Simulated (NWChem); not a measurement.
System: Si2H4O2; SMILES O1[SiH2]O[SiH2]1

NWChem input:

```
start job
memory heap 200 mb stack 900 mb global 1100 mb
geometry units angstroms noautosym nocenter noautoz
  O      1.195588     0.000000     0.000000
  Si     0.000000     1.205293     0.000000
  O     -1.195588     0.000000     0.000000
  Si     0.000000    -1.205293     0.000000
  H      0.000000     2.046304    -1.225419
  H      0.000000     2.046304     1.225419
  H      0.000000    -2.046304     1.225419
  H      0.000000    -2.046304    -1.225419
end
basis spherical
  * library pcsseg-1
end
dft
  xc kt2
  iterations 150
end
property
  shielding 3 1 2 5
end
task dft property
```

Structure relaxed at the PBE0/def2-SVP level.

GIAO values for the isolated, static molecule; σ is the absolute isotropic shielding, δ = σ(reference) − σ with the isolated reference molecule computed at the same levels (1H: tetramethylsilane, 17O: water, 29Si: tetramethylsilane).

Atoms are numbered as in the input.

Question: Give the results of this calculation. (KT2/pcSseg-1, GIAO.) Quantities: δ O1 (ppm); δ Si2 (ppm); δ H5 (ppm).

Answer: 
```yaml
"δ O1 (ppm)": 115.6
"δ Si2 (ppm)": 20.8
"δ H5 (ppm)": 5.91
```
